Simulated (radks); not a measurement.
Valence configurations of Hg. Method: Dirac Kohn-Sham, BLYP, spin-unpolarised, spherical densities, finite nucleus; open shells fill j = l - 1/2 first; Fermi nuclear charge, rms radius 5.4648 fm; computed with a radial shooting solver on a logarithmic mesh with Libxc functionals. Energies are relative to [Hg]; eigenvalues in eV.

valence,E (eV),e(4f5/2),e(4f7/2),e(5d3/2),e(5d5/2),e(6p1/2)
[Hg],0.000,-97.811,-93.618,-10.845,-9.009,-
[Xe] 4f14 5d9 6s2 6p1,8.711,-102.76,-98.565,-14.733,-12.781,-2.792
[Xe] 4f13 5d10 6s2 6p1,99.889,-115.01,-110.69,-16.171,-14.054,-2.797
[Xe] 4f13.5 5d10 6s2 6p0.5,47.962,-106.33,-102.07,-13.500,-11.523,-2.220
[Xe] 4f13 5d8 6s2 6p3,129.29,-125.88,-121.55,-24.412,-22.059,-5.203
[Xe] 4f13.5 5d10 6p2.5,60.409,-109.57,-105.32,-16.588,-14.573,-3.706
[Xe] 4f14 5d10 6p2,11.096,-100.95,-96.754,-13.858,-11.983,-3.052
[Xe] 4f13.5 5d8 6s2 6p2.5,72.494,-116.68,-112.42,-21.386,-19.176,-4.520
[Xe] 4f14 5d10 6s1 6p1,5.389,-99.503,-95.310,-12.483,-10.626,-2.404
[Xe] 4f14 5d10 6s1.5 6p0.5,2.651,-98.699,-94.506,-11.708,-9.862,-2.027

NIST lists [Hg] as the ground configuration; this level of theory agrees among the configurations tried. The energies are those of spherical spin-averaged densities, not of single terms.
